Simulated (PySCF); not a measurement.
SMILES [SiH2]([SiH2]C#N)[GeH3] (GFN2-xTB optimised geometry):

```
12

N      2.302    -2.245     0.000
C      1.155    -2.245     0.000
Si    -0.709    -2.121     0.000
Si    -1.176     0.159    -0.094
Ge     0.686     1.448     0.497
H     -1.106    -2.819     1.228
H     -1.119    -2.936    -1.148
H     -2.302     0.472     0.798
H     -1.626     0.531    -1.442
H      1.144     1.233     1.908
H      0.498     2.936     0.411
H      1.909     1.191    -0.324
```

Level of theory: PySCF with CAM-B3LYP/def2-TZVP.

**Question.** What are the frontier orbital energies and the dipole moment?

**Answer.** HOMO-2 -10.91 eV, HOMO-1 -10.54 eV, HOMO -9.97 eV, LUMO -0.05 eV, LUMO+1 0.08 eV; dipole moment 3.92 D.

Meta-Löwdin charges at CAM-B3LYP/def2-TZVP: N1 -0.18, C2 -0.15, Si3 0.42, Si4 0.18, Ge5 0.14, H6 -0.07, H7 -0.07, H8 -0.07, H9 -0.07, H10 -0.05, H11 -0.05, H12 -0.04.
